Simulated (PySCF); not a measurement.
**Question.** Write Cartesian coordinates for `FC(F)=C(F)[C@H]1CCOBO1` as optimised with PBE0-D3(BJ)/def2-SVP.

**Answer.** 
```xyz
17
C5H6BF3O2 angstrom
F      3.7184   -1.0821   -0.2883
C      2.4288   -0.9483   -0.1208
F      1.7816   -2.0604   -0.3549
C      1.8346    0.1869    0.2439
F      2.5828    1.2829    0.4061
C      0.3673    0.3843    0.4727
C     -0.4119    0.6429   -0.8129
C     -1.8920    0.7399   -0.5023
O     -2.3378   -0.3869    0.2221
B     -1.4750   -1.0782    1.0070
O     -0.1670   -0.7243    1.1617
H      0.3009    1.2757    1.1247
H     -0.2289   -0.1931   -1.5087
H     -0.0500    1.5629   -1.2963
H     -2.1056    1.6509    0.0849
H     -2.4840    0.8023   -1.4280
H     -1.8747   -2.0454    1.6016
```

Any rigid rotation of these coordinates is as good. Atoms count from 1 in this order. The 6-membered ring C6–C7–C8–O9–B10–O11 has internal angles of 109.7° to 122.9° (sum 695°, against 720° for a flat polygon); it is puckered, 0.19 Å rms from its mean plane, widest ring torsion 53°. Of the pairs four or more bonds apart, F3···O11 is among the closest relative to their van der Waals radii: 2.81 Å, 94 % of the sum of Bondi's values. B10 (three-coordinate boron) is planar (angles 122.9°, 119.0° and 118.1°, sum 360.0°, 0.00 Å off the plane of its three neighbours). The C–C distances run from 1.332 Å (C2=C4, drawn double) to 1.525 Å (C6–C7, drawn single), a spread of 0.193 Å.

Bonds between heavy atoms (Å): F1–C2 1.307, C2–F3 1.308, C2=C4 1.332, C4–F5 1.337, C4–C6 1.498, C6–C7 1.525, C7–C8 1.516, C8–O9 1.412, O9–B10 1.356, B10–O11 1.364, C6–O11 1.410.

Theory: PBE0-D3(BJ)/def2-SVP geometry optimisation, gas phase (PySCF).

Point group: C1 (no symmetry element, even within 0.4 Å). PBE0-D3(BJ)/def2-SVP frequencies: not computed here. The numbers are those of one conformer (C2–C4–C6–C7 -83°, C4–C6–C7–C8 176°, C6–C7–C8–O9 -53°, C7–C8–O9–B10 27°, C8–O9–B10–O11 1°).

On one thread, AMD EPYC 7B13 (x86_64), on a shared host, this took 2.9 min wall and 0.79 GiB of memory at its peak. This is the geometry optimisation.
